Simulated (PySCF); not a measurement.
Computed shifts of a molecule C3H5ClOSi, PBE/pcSseg-1 (PySCF), GIAO, gas phase, atoms alike by connectivity averaged where their shifts nearly agree, in ppm (number of nuclei): ²⁹Si: 35.2 (1). ¹³C: 157.8 (1), 108.6 (1), 23.7 (1). ¹H: 6.92 (1), 6.27 (1), 5.58 (1), 2.14 (1), 2.03 (1). References: ³⁵Cl against HCl (σ = 936.5 ppm); ²⁹Si against TMS (σ = 335.4 ppm); ¹³C against TMS (σ = 182.0 ppm); ¹⁷O against H2O (σ = 334.3 ppm); ¹H against TMS (σ = 31.49 ppm), references at their B3LYP-D3(BJ)/def2-TZVP geometries, non-relativistic (without spin–orbit terms, shifts of atoms bonded to Cl or Br come out too high). The structure is a stationary point at B3LYP-D3(BJ)/def2-SVP. The values are those of a single conformer.

Which structure fits?
(A) O[SiH2]C=C=CCl
(B) Cl[Si@@H]1CC=CO1
(C) Cl[Si@H]1C=CCO1
(D) C#CC[Si@@H](O)Cl

B, Cl[Si@@H]1CC=CO1
